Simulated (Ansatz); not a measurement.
System: MoH, net charge 0, sextet state. The spin state was set by rule; other spins were not relaxed. 
Geometry from a B3LYP-D3(BJ)/def2-TZVP (Ansatz, a first-principles code) optimisation:
```
Mo
H 1 1.7201
```
Charge 0, spin multiplicity 6.

Quantity: vertical ionisation energy (to the quintet state of charge +1; each state is the SCF solution reached for its spin; the UHF <S^2> is 6.12 for the quintet (pure: 6.00)), in eV. Valence correlation only, unless marked. Open shells are spin-unrestricted. No spin-orbit coupling. Frozen are the shells of the preceding noble gas and the d and f shells that filled before the atom's block. Past Kr the def2 sets carry scalar-relativistic core potentials. CBS(X,Y): correlation extrapolated as X^-3; Hartree-Fock from the larger set.

```tsv
level	program	vertical ionisation energy (eV)
SVWN5/def2-TZVPD	Ansatz	8.15
PBE/def2-TZVPD	Ansatz	7.91
PBE0/def2-TZVPD	Ansatz	7.75
BHLYP/def2-TZVPD	Ansatz	7.41
CAM-B3LYP/def2-TZVPD	Ansatz	7.61
wB97M-V/def2-TZVPD	Ansatz	7.52
wB97X-V/def2-TZVPD	Ansatz	7.35
```

### Question
Estimate the value at CCSD(T)/CBS(def2-TZVPPD,def2-QZVPPD) as computed with Ansatz.

### Answer
7.53 eV
